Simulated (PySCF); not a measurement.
Cartesian coordinates in Å; atom numbers follow the order of the lines, from 1:
```xyz
16

C    -0.9319    1.5086   -0.2155
C    -0.4652    0.2303    0.4804
C    -0.9113   -1.0451   -0.2608
C     0.3580   -1.7040   -0.6887
C     1.4223   -1.0269   -0.2602
F     2.6946   -1.3677   -0.4792
C     1.0575    0.1642    0.5009
N     1.8948    0.9388    1.0328
H    -0.5534    2.3866    0.3040
H    -2.0182    1.5604   -0.2291
H    -0.5663    1.5345   -1.2397
H    -0.8362    0.2340    1.5101
H    -1.5381   -0.8104   -1.1238
H    -1.4873   -1.7112    0.3859
H     0.3746   -2.6121   -1.2643
H     1.4984    1.7289    1.5359
```

- shieldings: GIAO PBE0/pcSseg-1
- geometry: GFN2-xTB
- run in PySCF 2.14.0 with density-fitted response routines
- averaged over atoms made equivalent by symmetry, fast rotation or ring inversion, gas phase, non-relativistic, a single conformation

References, each an isolated molecule treated in the same way: 13C vs TMS.

Task: Do the 13C shifts follow the atomic charges (in e)? Tabulate both.

Result: 
```tsv
atoms	hybridisation	δ (ppm)	σ para (ppm)	Hirshfeld	IAO	Mulliken	ESP-fitted
C7	–	182.4	-250	+0.07	+0.15	-0.03	+0.39
C5	–	171.2	-235	+0.08	+0.27	+0.35	+0.16
C4	–	133.0	-205	-0.05	-0.18	-0.19	-0.30
C2	–	39.2	-102	-0.02	-0.14	-0.30	+0.06
C3	–	34.6	-96	-0.07	-0.26	-0.11	-0.13
C1	–	22.3	-82	-0.11	-0.41	-0.20	-0.32
```

Correlation coefficients of δ with charge over these carbons: Hirshfeld +0.85, IAO +0.87, Mulliken +0.66, ESP-fitted +0.62; with the paramagnetic shielding -1.00. With so few points these coefficients are fragile. Charge is one influence among several: hybridisation and low-lying excitations act through the paramagnetic term.

Shifts are as computed. Against solution values, carbons near 30 ppm lie about +3 ppm off and those near 130 ppm about +5 ppm. Of 1211 compounds with measured shifts, 218 miss one by over three times the rms of a fit or turn the order of signals round; such compounds aren't used in these exercises.
